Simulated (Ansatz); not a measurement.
C$_{3}$H$_{12}$GeOSi, singlet, at a GFN2-xTB geometry; PBE/6-31G** in Ansatz (a program for electronic structure).

Here is a job for Ansatz.
Ansatz 0.2 input:
```yaml
crystal:
  periodic: [false, false, false]
  atoms:
    - {symbol: Ge, position_ang: [1.87081441, 0.11222914, 0.21506516]}
    - {symbol: O, position_ang: [0.18243709, 0.05299621, 0.58271943]}
    - {symbol: Si, position_ang: [-1.29541289, -0.07590432, -0.12504613]}
    - {symbol: C, position_ang: [-1.51786489, -1.86022352, -0.75681745]}
    - {symbol: C, position_ang: [-2.53598849, 0.34753333, 1.25133556]}
    - {symbol: C, position_ang: [-1.40449049, 1.15115481, -1.58001114]}
    - {symbol: H, position_ang: [2.22569783, -1.08951086, -0.61161950]}
    - {symbol: H, position_ang: [2.14202455, 1.38191960, -0.53702221]}
    - {symbol: H, position_ang: [2.51888170, 0.09341138, 1.56213601]}
    - {symbol: H, position_ang: [-2.49728252, -2.00538811, -1.20080117]}
    - {symbol: H, position_ang: [-1.41278119, -2.57662245, 0.05285407]}
    - {symbol: H, position_ang: [-0.77268784, -2.10615247, -1.50901591]}
    - {symbol: H, position_ang: [-2.43443732, -0.32723715, 2.09523372]}
    - {symbol: H, position_ang: [-3.55425802, 0.27048626, 0.88541853]}
    - {symbol: H, position_ang: [-2.39074493, 1.35787645, 1.62022154]}
    - {symbol: H, position_ang: [-0.64596731, 0.93355960, -2.32820812]}
    - {symbol: H, position_ang: [-1.24519782, 2.17131599, -1.24152154]}
    - {symbol: H, position_ang: [-2.37296144, 1.11291232, -2.06791204]}
basis:
  gaussian:
    orbitals: 6-31G__.json
hamiltonian:
  xc: pbe
```
The basis file holds 6-31G** in the JSON format of the Basis Set Exchange.

Predict the main parts of the log of this Ansatz run.


```
Functional definition: PBE
1861 factors; their error is unknown
mean field evaluation 1: about -69704.1473 eV, gradient 9.8e1 eV
mean field evaluation 2: about -69652.0685 eV, gradient 1.8e2 eV
mean field evaluation 4: about -69724.1275 eV, gradient 1.0e1 eV
mean field evaluation 8: about -69724.3465 eV, gradient 2.4e-1 eV
mean field evaluation 16: about -69724.2437 eV, gradient 9.1e-5 eV
mean field -69724.24368850 eV, -2562.3186947626 hartree, gradient 5.3e-5 eV, S^2 0.000000; 0 other end points of the search recorded, 0 dependent functions left out
reference -69724.24372994 eV, -2562.3186962854 hartree; 42, 42 occupied and 132, 132 virtual orbitals, 1861 factors
Total energy: -69724.24372994 eV, -2562.3186962854 hartree
```
